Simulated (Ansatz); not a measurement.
## Cost against result

Saddle point of SiNH₇Cl₂O, closed shell (SiH₂Cl₂ ([Cl][SiH2][Cl]) + H₂O + NH₃ → SiNH₄Cl ([NH2][SiH2][Cl]) + HCl + H₂O; bonds formed: Cl2–H8, H6–O9; bonds broken: Si1–Cl2, H6–N7, H8–O9), PBE0-D4/def2-TZVP structure:

```
12
angstrom
Si -1.2966 -0.4974 0.0923
Cl 1.2043 -1.8927 0.4351
H -0.9613 -0.9815 -1.2541
H -1.6152 -1.4774 1.1376
Cl -3.0794 0.5520 -0.2195
H 0.9723 0.8132 -0.2628
N -0.2152 0.8214 0.6139
H 1.7866 -0.5944 -0.3278
O 1.8944 0.4804 -0.7304
H -0.7119 1.7015 0.6995
H 0.2222 0.6064 1.5054
H 1.7996 0.4685 -1.6890
```

Barriers are electronic and count from the start structure reached by relaxing down the imaginary mode.

Program: Ansatz 0.2.0. Basis: as named in each row. Cores are frozen in the correlated methods. B3LYP uses VWN-RPA correlation. Extrapolation: Hartree–Fock as exp(−7.88 √X), correlation as X^−2.97.

Times are rough, for one single point on 8 threads of a shared host (Arm Neoverse V1).

The estimate by CCSD(T) at an estimated basis limit (MP2 extrapolated from triple and quadruple zeta, plus CCSD(T) − MP2 in triple zeta) is 0.686 eV.

| method | basis | time (s) | barrier (eV) | method less estimate |
| --- | --- | --- | --- | --- |
| HF | STO-3G | under 1 | 0.110 | -0.577 |
| PBE-D4 | STO-3G | under 1 | -0.675 | -1.361 |
| SPW92 | def2-SVP | under 1 | 0.150 | -0.537 |
| B3LYP-D4 | 6-31G | under 1 | 0.540 | -0.147 |
| PBE-D4 | def2-SVP | under 1 | 0.330 | -0.357 |
| PBE0-D4 | def2-SVP | under 1 | 0.466 | -0.220 |
| SPW92 | def2-TZVPP | 1 | 0.289 | -0.398 |
| PBE-D4 | def2-TZVPP | 2 | 0.465 | -0.222 |
| BLYP-D4 | def2-TZVPP | 2 | 0.485 | -0.202 |
| B3LYP-D4 | def2-TZVPP | 2 | 0.567 | -0.119 |
| BHLYP-D4 | def2-TZVPP | 2 | 0.700 | 0.014 |
| CAM-B3LYP-D4 | def2-TZVPP | 3 | 0.577 | -0.110 |
| PBE0-D4 | def2-TZVPP | 3 | 0.574 | -0.112 |
| r2SCAN-D4 | def2-TZVPP | 3 | 0.494 | -0.193 |
| wB97M-V | def2-SVP | 4 | 0.529 | -0.157 |
| r2SCAN0-D4 | def2-TZVPP | 4 | 0.584 | -0.103 |
| B2PLYP | def2-TZVPP | 4 | 0.607 | -0.080 |
| RPA on PBE | def2-TZVPP | 4 | 0.646 | -0.041 |
| CCSD(T) | def2-SVP | 4 | 0.577 | -0.109 |
| PBE-QIDH | def2-TZVPP | 4 | 0.645 | -0.041 |
| wB97X-V | def2-TZVPP | 6 | 0.644 | -0.043 |
| B97M-V | def2-TZVPP | 6 | 0.674 | -0.012 |
| wB97M-V | def2-TZVPP | 6 | 0.658 | -0.028 |
| MP2 | def2-QZVPP | 18 | 0.634 | -0.053 |
| CCSD(T) | def2-TZVPP | 180 | 0.666 | -0.020 |

All methods are single points on the PBE0-D4 structures; a negative value means that the method puts the saddle structure below the start.

The T1 diagnostic stays at or below 0.010.

The step is the kind of exchange with an N–H group that builds nitride films in atomic layer and chemical vapour deposition.

Labels in which every atom is bracketed show which atoms are joined, not bond orders.
